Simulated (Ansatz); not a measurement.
Consider the atomization: `CC(C)[NH][Ge]([Cl])([Cl])[Cl]` → 3 C• + 3 Cl• + Ge• + 8 H• + N•.

Program: Ansatz. Geometries: PBE0-D4/def2-TZVP. ΔE: electronic, gas phase. CCSD(T)/CBS adds triple-zeta CCSD(T) − MP2 to the extrapolated MP2 energy (def2 sets, frozen cores). This one scheme is used for every species, atoms too. For atomizations the MP2-based limit and the directly extrapolated one differ by several kJ/mol either way, and by 10 to 25 for some Ge, Se and Sn compounds, so smaller differences from it don't rank the levels. Functionals use def2-TZVPP. No spin–orbit coupling; open shells (•) take unrestricted orbitals. Spin–orbit coupling would lower the free atoms: a little for C, Cl; clearly for Ge. Bonds to Ge are less sure, by a few kJ/mol each and by 10 to 20 or more in all where they break to atoms, as the def2 sets lack core-valence functions. Scalar relativity is left out up to krypton. Each species was taken in one conformer, which may not be the lowest.

```csv
species,PBE0-D4 energy (Eh)
`CC(C)[NH][Ge]([Cl])([Cl])[Cl]`,-3630.85353
C•,-37.80537
Cl•,-459.99743
Ge•,-2076.65516
H•,-0.50104
N•,-54.54382
```

Problem. Work out ΔE.

Solution. ΔE = 8 × (-0.50104) + 3 × (-37.80537) + 3 × (-459.99743) + (-2076.65516) + (-54.54382) − (-3630.85353) = 2.23783 Eh = +5875.4 kJ/mol. CCSD(T)/CBS gives +5842.2 kJ/mol.

Largest T1 diagnostic among the species: 0.010.

From PBE to PBE0 (25 % exact exchange), in def2-TZVPP and without D4, ΔE moves by −75.8 kJ/mol: exact exchange takes away binding that semilocal exchange gives to molecules. At CCSD(T), def2-SVP lies −324.9 kJ/mol from the extrapolated value and def2-TZVPP −144.7 kJ/mol: correlation converges slowly with the basis, and small sets miss more of it in the bonded molecule than in its fragments.
